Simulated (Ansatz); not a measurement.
Calculated with Ansatz (gas phase, PBE0-D4/def2-TZVP geometries, no zero-point term in ΔE). CCSD(T)/CBS adds triple-zeta CCSD(T) − MP2 to the extrapolated MP2 energy (def2 sets, frozen cores). This one scheme is used for every species. DFT in def2-TZVPP. B3LYP here is the variant with VWN-RPA as its local correlation; programs differ in this. Each species was taken in one conformer, which may not be the lowest.

Consider the ligand exchange at the Si–O bond: `C[SiH2]C[SiH2]O` + H–F → `C[SiH2]C[SiH2]F` + H₂O.

`C[SiH2]C[SiH2]O`:

Cartesian coordinates in Å:
```
C -1.221 -0.843 1.642
Si 0.481 -1.104 0.910
C 0.618 -0.377 -0.815
Si 0.265 1.447 -0.935
O 0.660 2.089 -2.404
H -1.992 -1.283 1.004
H -1.293 -1.310 2.627
H -1.445 0.220 1.755
H 0.780 -2.564 0.855
H 1.507 -0.469 1.785
H 1.636 -0.557 -1.179
H -0.063 -0.924 -1.477
H -1.181 1.674 -0.644
H 1.087 2.200 0.042
H 0.159 1.799 -3.167
```

H–F:

```xyz
2

F    -0.371   -0.022   -0.271
H     0.371    0.022    0.271
```

`C[SiH2]C[SiH2]F`:

Cartesian coordinates in Å:
```
C 1.334 1.120 1.057
Si 1.212 -0.222 -0.235
C -0.435 -1.126 -0.135
Si -1.912 -0.158 -0.689
F -1.946 1.255 0.076
H 2.291 1.642 0.984
H 1.256 0.698 2.062
H 0.531 1.850 0.932
H 2.316 -1.207 -0.055
H 1.350 0.361 -1.600
H -0.378 -2.016 -0.774
H -0.588 -1.481 0.890
H -1.841 0.130 -2.143
H -3.190 -0.845 -0.370
```

H₂O:

```xyz
3

O    -0.234    0.227   -0.213
H     0.693    0.033   -0.369
H    -0.459   -0.260    0.582
```

```tsv
level	ΔE (kcal/mol)
PBE0-D4	-11.0
B3LYP-D4	-11.9
ωB97X-V	-11.9
B2PLYP	-12.0
PBE	-11.5
B3LYP	-12.5
CCSD/def2-TZVPP	-11.3
HF/CBS(def2)	-13.4
```

Question: What does CCSD(T)/CBS give? (Best estimate.)

Answer: Ansatz gave: -11.4 kcal/mol. The listed levels differ from it by 0.4, -0.5, -0.5, -0.6, -0.1, -1.1, 0.1, -2.0 kcal/mol.

Largest T1 diagnostic among the species: 0.011.

In def2-TZVPP, CCSD(T) changes the Hartree–Fock value by +2.0 kcal/mol (the triples alone add +0.3 kcal/mol) and MP2 by +2.4 kcal/mol.
